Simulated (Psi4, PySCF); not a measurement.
PySCF was given this input:
```python
from pyscf import gto, scf, dft

mol = gto.Mole()
mol.atom = '''
    Li   -0.000000   -0.000000   -1.149557
    Li    0.000000    0.000000    1.149557
'''
mol.basis = 'def2-svpd'
mol.charge = 0
mol.spin = 0
mol.verbose = 4
mol.build()

mf = dft.RKS(mol)
mf.xc = 'pbe0'
mf.grids.atom_grid = (99, 590)
mf.grids.prune = None
mf.kernel()
```

Problem. Give the equivalent Psi4 input.

Solution. One answer among several that fit: 
```
memory 2 GB

molecule {
0 1
  Li   -0.00000000   -0.00000000   -1.14955728
  Li    0.00000000    0.00000000    1.14955728
}

set basis def2-svpd
set scf_type pk
set puream true
set d_convergence 1e-8
set dft_radial_points 99
set dft_spherical_points 590

energy('pbe0')
print_variables()
```

Both were run: PySCF gave -14.941555 Eh and Psi4 -14.941555 Eh, 0.000 mEh apart.
